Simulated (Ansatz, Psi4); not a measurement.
The Ansatz (a first-principles code) input:
Ansatz 0.2 input:
```yaml
crystal:
  periodic: [false, false, false]
  atoms:
    - {symbol: C, position_ang: [3.97086460, -0.38071733, -0.43965129]}
    - {symbol: C, position_ang: [2.60678230, -0.73740701, 0.13800005]}
    - {symbol: C, position_ang: [1.51015820, 0.18598323, -0.38789984]}
    - {symbol: C, position_ang: [0.14292892, -0.16761451, 0.19137214]}
    - {symbol: C, position_ang: [-0.95542303, 0.76297606, -0.34072007]}
    - {symbol: C, position_ang: [-2.27816203, 0.38881441, 0.29276335]}
    - {symbol: C, position_ang: [-3.08467162, -0.62223570, -0.48162065]}
    - {symbol: O, position_ang: [-2.64417230, 0.85016418, 1.34346612]}
    - {symbol: H, position_ang: [4.73678337, -1.04837659, -0.05241722]}
    - {symbol: H, position_ang: [4.24080338, 0.63987028, -0.17754820]}
    - {symbol: H, position_ang: [3.95991087, -0.46341942, -1.52437289]}
    - {symbol: H, position_ang: [2.36306419, -1.77102126, -0.11868707]}
    - {symbol: H, position_ang: [2.64405549, -0.66759915, 1.22727202]}
    - {symbol: H, position_ang: [1.75588637, 1.21879545, -0.13142390]}
    - {symbol: H, position_ang: [1.47172621, 0.11557131, -1.47781424]}
    - {symbol: H, position_ang: [0.17539792, -0.08964627, 1.27994919]}
    - {symbol: H, position_ang: [-0.09932221, -1.20283662, -0.06123165]}
    - {symbol: H, position_ang: [-0.70920627, 1.79023512, -0.06729539]}
    - {symbol: H, position_ang: [-1.01354712, 0.68093630, -1.42658298]}
    - {symbol: H, position_ang: [-2.45330367, -1.44896073, -0.79721444]}
    - {symbol: H, position_ang: [-3.91058125, -0.99166093, 0.12015127]}
    - {symbol: H, position_ang: [-3.48315294, -0.14199562, -1.37397565]}
basis:
  gaussian:
    orbitals: STO-3G
magnetization: {spin_polarized: false}
correlation: {method: mp2, electrons: outside_noble_gas}
accuracy: high
```

### Question
Convert this to an input for Psi4.

### Answer
One answer among several that fit: 
```
memory 2 GB

molecule {
0 1
C     3.97086460   -0.38071733   -0.43965129
C     2.60678230   -0.73740701    0.13800005
C     1.51015820    0.18598323   -0.38789984
C     0.14292892   -0.16761451    0.19137214
C    -0.95542303    0.76297606   -0.34072007
C    -2.27816203    0.38881441    0.29276335
C    -3.08467162   -0.62223570   -0.48162065
O    -2.64417230    0.85016418    1.34346612
H     4.73678337   -1.04837659   -0.05241722
H     4.24080338    0.63987028   -0.17754820
H     3.95991087   -0.46341942   -1.52437289
H     2.36306419   -1.77102126   -0.11868707
H     2.64405549   -0.66759915    1.22727202
H     1.75588637    1.21879545   -0.13142390
H     1.47172621    0.11557131   -1.47781424
H     0.17539792   -0.08964627    1.27994919
H    -0.09932221   -1.20283662   -0.06123165
H    -0.70920627    1.79023512   -0.06729539
H    -1.01354712    0.68093630   -1.42658298
H    -2.45330367   -1.44896073   -0.79721444
H    -3.91058125   -0.99166093    0.12015127
H    -3.48315294   -0.14199562   -1.37397565
}

set {
  basis sto-3g
  freeze_core true
  mp2_type conv
  scf_type pk
  puream true
  d_convergence 1e-8
}

energy('mp2')
print_variables()
```

Both were run: Ansatz gave -344.269327 Eh and Psi4 -344.269327 Eh, 0.000 mEh apart.
